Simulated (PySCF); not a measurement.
**Electron correlation in Si³⁺ (silicon, charge +3)**

[Ne] 3s1, 2S determinant. All numbers are calculated (PySCF 2.14, scalar relativity by spin-free X2C-1e, in x2c-QZVPPall (9s6p4d2f1g, 70 functions)). Frozen: 1s2; 9 electrons correlated.

| level | correlation energy (mhartree) |
| --- | --- |
| CCSD | -173.88 |
| (T) | -1.00 |
| CCSD(T) | -174.88 |

Diagnostics: T1 = 0.0029, D1 = 0.0076, largest double amplitude 0.008.

Is a single reference adequate?

Yes: T1 lies below 0.03 and no double amplitude reaches 0.07.

This basis was not built for core-valence correlation, so the inner-shell part is incomplete.
